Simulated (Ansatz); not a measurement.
Molecule: sum formula SiH2F (charge 0, doublet). It need not be the lowest isomer of its formula. SMILES: F[SiH2]
Geometry: optimised at B3LYP-D3(BJ)/def2-TZVP (Ansatz, an electronic-structure program).

Property: atomisation energy (electronic, to ground-state atoms); the coupled-cluster value holds the core correlation from cc-pwCVTZ, in kJ/mol. Correlated levels leave the core frozen unless marked. UHF or UKS for open shells. No spin-orbit coupling. Non-relativistic. CBS(X,Y): correlation extrapolated as X^-3; Hartree-Fock from the larger set (for Q and 5 zeta extrapolated as (X+1)exp(-9√X)).

Level to compare with: CCSD(T)/CBS(cc-pV(Q+d)Z,cc-pV(5+d)Z) plus the core term (Ansatz), 1186.1 kJ/mol. It is a level with limits of its own, and the differences hold the functionals' basis error too.

Task: Rank these functionals by how close they come to CCSD(T)/CBS(cc-pV(Q+d)Z,cc-pV(5+d)Z), closest first: BHLYP/def2-TZVPD (Ansatz); r2SCAN0/def2-TZVPD (Ansatz); revPBE/def2-TZVPD (Ansatz).

Result: r2SCAN0/def2-TZVPD (hybrid meta-GGA, 1165.7 kJ/mol, difference -20.4), BHLYP/def2-TZVPD (global hybrid, 1146.0 kJ/mol, difference -40.1), revPBE/def2-TZVPD (GGA, 1141.7 kJ/mol, difference -44.4)
